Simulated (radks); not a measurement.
Results of a calculation; reference values are marked as such.
Task: S IV, configuration [Ne] 3s2 3p1 (the NIST ground configuration). Level of theory: non-relativistic Kohn-Sham, LDA (Slater exchange, Perdew-Wang correlation), spin-polarised, spherical densities, point nucleus; open shells are filled with parallel spins first (a radial shooting solver on a logarithmic mesh with Libxc functionals). Some entries of the table are withheld. Estimate them.

orbital  occ.  eigenvalue (Ry)  <1/r> (bohr^-1)
1s up       1        -178.7590            15.51
1s down     1        -178.7426            15.51
2s up       1        -18.46411              (1)
2s down     1        -18.44540              (2)
2p up       3        -14.58164              (3)
2p down     3        -14.55853              (4)
3s up       1         -3.87772           0.9103
3s down     1         -3.77157           0.9082
3p up       1         -3.01541           0.8197
3p down     0         -2.91381           0.8148

Result: 
(1) 2s up <1/r> (bohr^-1): 3.042
(2) 2s down <1/r> (bohr^-1): 3.043
(3) 2p up <1/r> (bohr^-1): 2.958
(4) 2p down <1/r> (bohr^-1): 2.959
